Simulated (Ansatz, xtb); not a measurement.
Ranking isomers of C5H6O2

3 gas-phase structures of C5H6O2, from a drawn sample of its isomers (lower ones may exist). Each was relaxed with GFN2-xTB; where two conformers were screened, the lower at r2SCAN-D4/def2-SVP//GFN2-xTB is listed:

A. `C=C[C@@H]1O[C@@H]1C=O`, a singlet
B. `C=C[C@@H]1O[C@H]1C=O`, a singlet
C. `C=C[C@@]1(C=O)CO1`, a singlet

Q: Estimate their order in r2SCAN-D4/def2-SVP//GFN2-xTB energy at these geometries, lowest first.

A: Calculated order at r2SCAN-D4/def2-SVP//GFN2-xTB: C (0.0), B (0.3), A (1.9) kcal/mol. Less than 1 kcal/mol parts C and B, so the order within that pair means little.

Energies above the lowest of each column, in kcal/mol; the last columns are at r2SCAN-D4/def2-SVP geometries:

```tsv
structure	GFN2-xTB	HF/STO-3G	r2SCAN-D4/def2-SVP//GFN2-xTB	r2SCAN-D4/def2-SVP	CCSD(T)/def2-SVP + ΔMP2/def2-TZVPP
C	1.4	0.6	0.0	0.0	0.0
B	0.0	0.0	0.3	0.4	0.1
A	1.5	1.4	1.9	2.0	1.6
```

CCSD(T)/def2-SVP + ΔMP2/def2-TZVPP has B and C within 1 kcal/mol of each other at the bottom, and every level picks one of them. Flexible structures stand in one conformer each, not always the lowest. ΔMP2 is the change of the MP2 energy from the smaller to the larger basis.

Programs: Ansatz 0.2.0, xtb 6.7.1.
